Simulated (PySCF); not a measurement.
# Löwdin shares of the frontier orbitals

C₃H₉AlO₂S.
Z-matrix (Å and degrees, PBE0-D3(BJ)/def2-SVP geometry), rows numbered from 1:
```
C 
S   1  1.8057
Al  2  2.5012  1   97.78
C   2  1.8161  1   98.97  3  -104.00
C   4  1.5096  2  113.13  1  -175.58
O   5  1.1984  4  123.71  2   149.91
O   5  1.3321  4  111.86  2   -31.79
H   1  1.0995  2  110.55  3    44.43
H   1  1.0975  2  106.46  3   -73.96
H   1  1.0985  2  109.70  3   167.20
H   3  1.6066  2   94.50  1    42.61
H   3  1.5947  2  105.77  1   163.98
H   3  1.6122  2   93.90  1   -74.13
H   4  1.1039  2  108.35  1    64.60
H   4  1.0982  2  109.59  1   -54.77
H   7  0.9703  5  108.25  4  -177.93
```

Method used: TDDFT CAM-B3LYP/def2-SVPD, vertical, gas phase, core orbitals frozen in the response (PySCF 2.14.0, density-fitted response routines).

Kohn–Sham orbitals with the atoms that hold most of them (Löwdin shares over 4%, at most four atoms; ? is withheld):

| orbital | ε (eV) | atoms |
| --- | --- | --- |
| HOMO-3 | -10.41 | O6 64%, O7 10%, C5 9%, C4 8% |
| HOMO-2 | -9.60 | S2 52%, Al3 12%, H12 7%, C1 7% |
| HOMO-1 | -9.15 | ? |
| HOMO | -9.05 | ? |
| LUMO | 0.33 | C5 24%, O6 19%, S2 16%, C4 11% |
| LUMO+1 | 0.59 | S2 25%, O7 17%, C5 11%, H16 9% |
| LUMO+2 | 0.74 | S2 34%, C1 12%, C5 9%, H10 8% |

(1) Give the leading atoms of the HOMO.

(2) Give the leading atoms of the HOMO-1.

(3) How does S1 compare with the orbital gap of 9.39 eV?

Answers

(1) Al3 (bonded to S and 3 H) 37%; H12 (bonded to Al) 30%; H11 (bonded to Al) 22%; S2 (bonded to Al and 2 C) 5%. By element: hydrogen 52% or more, aluminium 37%, sulfur 5%.

(2) Al3 (bonded to S and 3 H) 36%; H13 (bonded to Al) 35%; H11 (bonded to Al) 16%; H12 (bonded to Al) 5%. By element: hydrogen 56% or more, aluminium 36%.

(3) S1 is at 5.88 eV (f = 0.0005), 3.51 eV below the gap, made of HOMO-3→LUMO (66%), HOMO-3→LUMO+2 (16%). Its leading pair isn't HOMO and LUMO; the energies of that pair differ by 10.75 eV. Without the coupling terms of the response equations the lowest excitation would equal the gap.

Next come S2 at 6.34 eV (f 0.0051), HOMO-2→LUMO (34%), HOMO-2→LUMO+1 (14%), HOMO→LUMO (12%); S3 at 6.61 eV (f 0.0032), HOMO→LUMO (23%), HOMO→LUMO+3 (20%), HOMO-1→LUMO (11%); S4 at 6.67 eV (f 0.0056), HOMO-1→LUMO (38%), HOMO-1→LUMO+3 (16%), HOMO-1→LUMO+5 (8%); S5 at 7.03 eV (f 0.0075), HOMO→LUMO (19%), HOMO-1→LUMO (16%), HOMO-2→LUMO+2 (10%).

One conformer stands for the species.
